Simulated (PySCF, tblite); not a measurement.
Isomers of C5H13FO2Si2. Computed values, GFN2-xTB/tblite, gas phase, harmonic and unscaled. Against measured fundamentals such values can be off by several per cent, at times by over 20. Modes of hydrogen on silicon can be 10 to 20 % off. One conformer each.

Electronic energies: PBE0/pcSseg-1 single points on the GFN2-xTB geometries (PySCF, gas phase).

| SMILES | electronic energy, lowest = 0 (kJ/mol) |
| --- | --- |
| CO[Si](C)(C)[SiH2][C@@H](F)C=O | 413.0 |
| CC(C)(C)[C@@H]1O[Si@@H](F)O[SiH2]1 | 0.0 |
| COC(=O)C([SiH3])([SiH3])CCF | 505.0 |

Problem. How do GFN2-xTB zero-point energies change the relative energies?

Solution. 
| SMILES | ZPE (kJ/mol) | of it from modes above 1550 cm⁻¹ | electronic (kJ/mol) | with ZPE, lowest = 0 (kJ/mol) | lowest mode (cm⁻¹) | rings |
| --- | --- | --- | --- | --- | --- | --- |
| CC(C)(C)[C@@H]1O[Si@@H](F)O[SiH2]1 | 461.7 | 223.3 | 0.0 | 0.0 | 60 | 1 |
| CO[Si](C)(C)[SiH2][C@@H](F)C=O | 443.2 | 233.4 | 413.0 | 394.5 | 25 | 0 |
| COC(=O)C([SiH3])([SiH3])CCF | 430.6 | 216.6 | 505.0 | 473.9 | 47 | 0 |

The zero-point energies span 31.1 kJ/mol, from `COC(=O)C([SiH3])([SiH3])CCF` to `CC(C)(C)[C@@H]1O[Si@@H](F)O[SiH2]1`. The order is unchanged.

Problem. And how do the electronic energies of GFN2-xTB itself compare?

Solution. `CC(C)(C)[C@@H]1O[Si@@H](F)O[SiH2]1` 0.0; `CO[Si](C)(C)[SiH2][C@@H](F)C=O` 623.0; `COC(=O)C([SiH3])([SiH3])CCF` 563.8 kJ/mol, lowest = 0. Against the energies above, taken from the same isomer `CC(C)(C)[C@@H]1O[Si@@H](F)O[SiH2]1`, the largest difference is 210.0 kJ/mol.

Problem. What do entropy and thermal enthalpy add at 298.15 K and 1 bar (rigid rotor, harmonic oscillator, one conformer each)?

Solution. 
```json
{"SMILES": "CC(C)(C)[C@@H]1O[Si@@H](F)O[SiH2]1", "point group": "C1", "symmetry number": "1", "S (J/(mol K))": "460.3", "H − H(0) (kJ/mol)": "36.21", "ZPE + H − H(0) − TS (kJ/mol)": "360.7"}
{"SMILES": "CO[Si](C)(C)[SiH2][C@@H](F)C=O", "point group": "C1", "symmetry number": "1", "S (J/(mol K))": "548.7", "H − H(0) (kJ/mol)": "45.12", "ZPE + H − H(0) − TS (kJ/mol)": "324.8"}
{"SMILES": "COC(=O)C([SiH3])([SiH3])CCF", "point group": "C1", "symmetry number": "1", "S (J/(mol K))": "501.5", "H − H(0) (kJ/mol)": "40.44", "ZPE + H − H(0) − TS (kJ/mol)": "321.5"}
```
